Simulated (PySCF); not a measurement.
## Broadened absorption spectrum of C4H7FO2Si

Species: C4H7FO2Si.
Z-matrix (Å and degrees, GFN2-xTB geometry), rows numbered from 1:
```
C 
C   1  1.3268
C   2  1.4714  1  123.84
O   3  1.2218  2  120.05  1  -174.33
Si  3  1.9291  2  123.09  1     5.48
F   5  1.6052  3  111.76  2    36.55
O   5  1.6021  3  110.01  2   147.32
C   7  1.4027  5  131.94  3    51.85
H   1  1.0776  2  121.65  3   179.35
H   1  1.0765  2  121.89  3    -0.82
H   2  1.0831  1  121.34  3  -179.06
H   5  1.4543  3  111.81  2   -83.39
H   8  1.0918  7  110.03  5    79.00
H   8  1.0900  7  107.59  5  -161.90
H   8  1.0902  7  110.77  5   -41.93
```

Computed, not measured: PySCF, TDDFT B3LYP/def2-SVPD, vertical, gas phase, core orbitals frozen in the response.

Each state is given a Gaussian of 0.5 eV full width at half maximum, with ε(max) = 2.175×10⁸ f / Δν̃ (Δν̃ the width in cm⁻¹). The width is an assumption, not a result. The curve ends short of the highest state used, and states not computed would add to its high-energy end.

```
λ (nm)  ε (L mol⁻¹ cm⁻¹)
 200.9              6452
 207.8             11892
 214.6             13335
 221.5              8823
 228.4              3400
 235.2               831
 242.1               138
 249.0                20
 255.9                 4
 262.7                 1
 269.6                 0
 276.5                 0
 283.3                 0
 290.2                 0
 297.1                 0
 304.0                 0
 310.8                 0
 317.7                 0
 324.6                 0
 331.4                 0
 338.3                 0
 345.2                 0
 352.1                 1
 358.9                 2
 365.8                 3
 372.7                 7
 379.5                11
 386.4                17
 393.3                25
 400.2                33
 407.0                41
 413.9                47
 420.8                51
 427.6                53
 434.5                52
 441.4                49
 448.3                44
 455.1                39
 462.0                33
 468.9                27
 475.7                21
 482.6                17
 489.5                13
 496.4                 9
 503.2                 7
 510.1                 5
 517.0                 4
 523.9                 2
 530.7                 2
 537.6                 1
 544.5                 1
 551.3                 1
 558.2                 0
 565.1                 0
 572.0                 0
 578.8                 0
```

(1) Where are the band maxima, and which computed states make them?

(2) On this curve, what absorbance would a 10⁻³ mol/L sample give at 450 nm over a 1 cm path?

(3) Coming from long wavelengths, where does ε first pass 100 L mol⁻¹ cm⁻¹?

(4) Does any computed singlet lie in the visible range?

## Answers

(1) 429 nm (2.89 eV), ε about 53, made up of S1 (100%); 213 nm (5.83 eV), ε about 14000, made up of S4 (16%), S5 (60%) and S6 (21%) (ε in L mol⁻¹ cm⁻¹; maxima over ε = 5, shares over 10%). The states used: S1 2.89 eV (f 0.0010); S2 5.17 eV (f 0.0001); S3 5.66 eV (f 0.0069); S4 5.73 eV (f 0.046); S5 5.78 eV (f 0.156); S6 6.06 eV (f 0.099); S7 6.70 eV (f 0.0069); S8 6.77 eV (f 0.024).

(2) 450 nm is 2.755 eV, where ε is about 43 L mol⁻¹ cm⁻¹, so A = ε c l ≈ 0.043 (Beer–Lambert, with the gas-phase spectrum and the assumed width).

(3) At about 243 nm (5.10 eV), 2.21 eV above S1.

(4) S1 lies in the visible range (380 to 750 nm), at 429 nm, f = 0.0010; light of that wavelength is violet, and its complementary colour is yellow-green; a Tamm–Dancoff triplet lies at 526 nm, without intensity as long as spin–orbit coupling is left out.

The run took 44 s of wall time on one thread of an Arm Neoverse V1, shared host with 32 logical CPUs at a one-minute load of 23, and the process peaked at 0.91 GiB of memory.

One conformer stands for the species.
